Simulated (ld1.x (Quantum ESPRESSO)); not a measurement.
## PBE ultrasoft dataset for hydrogen (H), scalar-relativistic all-electron reference.

- Element: H (Z = 1)
- Generator: ld1.x (Quantum ESPRESSO) 7.5
- Type: ultrasoft
- Functional: PBE
- Relativity: scalar-relativistic
- Frozen core: none
- Valence charge: 1
- Reference configuration: 1s1
- Partial waves: 1s (bound): rcut 1.05, rcutus 1.25 bohr; 1s channel at 0.5 Ry: rcut 1.05, rcutus 1.25 bohr; 2p channel at 0.15 Ry: rcut 0.80, rcutus 0.95 bohr; 2p channel at 1.45 Ry: rcut 0.80, rcutus 0.95 bohr
- Local potential: all-electron potential smoothed inside 1.15 bohr (lloc = -1)
- Core correction: none
- Augmentation charge: PSQ, inside the norm-conserving radii

All-electron outer shells of the reference configuration (PBE, scalar-relativistic, ld1.x):

```json
{"shell": "1s", "level (eV)": "-6.49", "outermost node (bohr)": "–", "outermost maximum (bohr)": "1.03"}
```

Results:

| Property | Result |
| --- | --- |
| Cutoffs needed | 15 Ry and 25 Ry (the cutoffs (Ry, on a coarse ladder) from which the occupation-weighted sum of valence levels, in a spherical-Bessel basis at the reference potential, stays within 10 and 1 mRy of its value at 400 Ry) |
| Ghost test | no extra level below or beside the all-electron valence levels (s, p, d, f tested) (spherical-Bessel basis up to 400 Ry, 20 bohr box) |
| Lowest eigenvalue of the overlap operator | 0.99 (s channel) |
| Density cutoff estimated by the generator | 412 Ry |

Generation and tests took about 0.38 s on one core of a shared server CPU.
